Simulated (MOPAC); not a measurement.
MOPAC input (PM3):

```
PM3 1SCF UHF MS=0.5 GEO-OK AUX(PRECISION=9) THREADS=1
CH2Br

C    -1.41252900 1   -0.46030700 1    0.06426300 1
Br    0.35005100 1    0.11407200 1   -0.01592600 1
H    -1.88850600 1   -0.48301100 1    1.02928300 1
H    -1.88809400 1   -0.74768500 1   -0.85746700 1
```

From the output:

```
                                                       MOPAC v23.2.5 Linux

          FINAL HEAT OF FORMATION =         85.22418 KCAL/MOL =     356.57797 KJ/MOL

          COSMO AREA              =         80.58 SQUARE ANGSTROMS
          COSMO VOLUME            =         63.46 CUBIC ANGSTROMS

          IONIZATION POTENTIAL    =          7.832793 EV
          ALPHA SOMO LUMO (EV)    =         -7.833 -2.333
          BETA  SOMO LUMO (EV)    =        -10.291 -1.100
          NO. OF ALPHA ELECTRONS  =          7
          NO. OF BETA  ELECTRONS  =          6
          MOLECULAR WEIGHT        =         93.9308         POINT GROUP:  C2v

          MOLECULAR DIMENSIONS (Angstroms)

            Atom       Atom       Distance
            H     4   Br     2     2.54167
            H     3   Br     2     1.76635
            C     1   Br     2     0.00000

          SCF CALCULATIONS        =          1

   ATOM   CHEMICAL          X               Y               Z
  NUMBER   SYMBOL      (ANGSTROMS)     (ANGSTROMS)     (ANGSTROMS)

     1       C         -1.41252900  *  -0.46030700  *   0.06426300  *
     2      Br          0.35005100  *   0.11407200  *  -0.01592600  *
     3       H         -1.88850600  *  -0.48301100  *   1.02928300  *
     4       H         -1.88809400  *  -0.74768500  *  -0.85746700  *

                             CARTESIAN COORDINATES

   1    C       -1.412529000    -0.460307000     0.064263000
   2   Br        0.350051000     0.114072000    -0.015926000
   3    H       -1.888506000    -0.483011000     1.029283000
   4    H       -1.888094000    -0.747685000    -0.857467000

           Empirical Formula: C H2 Br  =     4 atoms

      MOLECULAR POINT GROUP   :   C2v

          ALPHA EIGENVALUES
 -27.60112 -19.50905 -15.70024 -13.87345 -10.97080 -10.38625  -7.83279  -2.33280
   2.85556   3.61992

           BETA EIGENVALUES
 -26.69883 -19.25562 -15.37932 -13.16110 -10.94232 -10.29060  -1.09965   1.79210
   3.13470   4.27876

              NET ATOMIC CHARGES AND DIPOLE CONTRIBUTIONS

  ATOM NO.   TYPE          CHARGE      No. of ELECS.   s-Pop       p-Pop
    1          C           0.097430        3.9026     1.40897     2.49360
    2         Br          -0.179848        7.1798     1.97127     5.20858
    3          H           0.041209        0.9588     0.95879
    4          H           0.041209        0.9588     0.95879
 DIPOLE           X         Y         Z       TOTAL
 POINT-CHG.    -1.711    -0.558     0.078     1.801
 HYBRID        -0.940    -0.303     0.042     0.988
 SUM           -2.651    -0.861     0.120     2.790

          ATOMIC ORBITAL ELECTRON POPULATIONS

     Atom    s        px        py        pz
    1  C   1.40897   1.08725   0.45510   0.95125
    2 Br   1.97127   1.58558   1.63475   1.98825
    3  H   0.95879
    4  H   0.95879

                    (SZ)    =    0.500000
                    (S**2)  =    0.788281

          ATOMIC ORBITAL SPIN POPULATIONS

    Atom   Total    s     px     py     pz
         Atomic
    1  C  0.7263  0.196  0.322  0.161  0.047
    2 Br  0.2885  0.027  0.351 -0.089 -0.001
    3  H -0.0074 -0.007
    4  H -0.0074 -0.007

 **********************
 *                    *
 * JOB ENDED NORMALLY *
 *                    *
 **********************

 == MOPAC DONE ==
```

The geometry given is a B3LYP-D3(BJ)/def2-TZVP minimum.
